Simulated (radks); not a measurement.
The phosphorus anion P3-, [Ar], held by a Watson sphere: a shell of charge +3.51 at radius R that stands for the Madelung well of a crystal (potential energy -3.51/R inside, -3.51/r outside, in hartree with lengths in bohr). Method: scalar-relativistic Kohn-Sham, LDA (Slater exchange, Perdew-Wang correlation), spin-polarised, spherical densities, finite nucleus; Fermi nuclear charge, rms radius of each element as measured or else 0.836 A^(1/3) + 0.57 fm; computed with a radial shooting solver on a logarithmic mesh with Libxc functionals. Response by self-consistent Sternheimer equations with the Hartree and adiabatic LDA kernel, the relativistic mass of each level held fixed and spin-orbit coupling left out. The sphere does not respond.

R (bohr) = 1.85: e(2p) (eV) -126.10; e(3s) (eV) -22.515; e(3p) (eV) -13.491; <r> 3p (bohr) 2.095; sum of <r^2> (bohr^2) 40.77; X-ray form factor at sin(theta)/lambda = 0.3 1/angstrom 8.553; alpha (bohr^3) 20.23
R (bohr) = 2.47: e(2p) (eV) -124.60; e(3s) (eV) -19.380; e(3p) (eV) -11.437; <r> 3p (bohr) 2.360; sum of <r^2> (bohr^2) 50.40; X-ray form factor at sin(theta)/lambda = 0.3 1/angstrom 8.435; alpha (bohr^3) 31.87
R (bohr) = 2.73: e(2p) (eV) -124.36; e(3s) (eV) -18.259; e(3p) (eV) -10.606; <r> 3p (bohr) 2.467; sum of <r^2> (bohr^2) 54.62; X-ray form factor at sin(theta)/lambda = 0.3 1/angstrom 8.444; alpha (bohr^3) 38.74
R (bohr) = 3.51: e(2p) (eV) -123.71; e(3s) (eV) -15.614; e(3p) (eV) -8.433; <r> 3p (bohr) 2.775; sum of <r^2> (bohr^2) 67.67; X-ray form factor at sin(theta)/lambda = 0.3 1/angstrom 8.518; alpha (bohr^3) 69.22
R (bohr) = 4.02: e(2p) (eV) -123.27; e(3s) (eV) -14.379; e(3p) (eV) -7.297; <r> 3p (bohr) 2.966; sum of <r^2> (bohr^2) 76.58; X-ray form factor at sin(theta)/lambda = 0.3 1/angstrom 8.551; alpha (bohr^3) 100.1
R (bohr) = 4.17: e(2p) (eV) -123.14; e(3s) (eV) -14.076; e(3p) (eV) -7.004; <r> 3p (bohr) 3.021; sum of <r^2> (bohr^2) 79.28; X-ray form factor at sin(theta)/lambda = 0.3 1/angstrom 8.557; alpha (bohr^3) 111.3
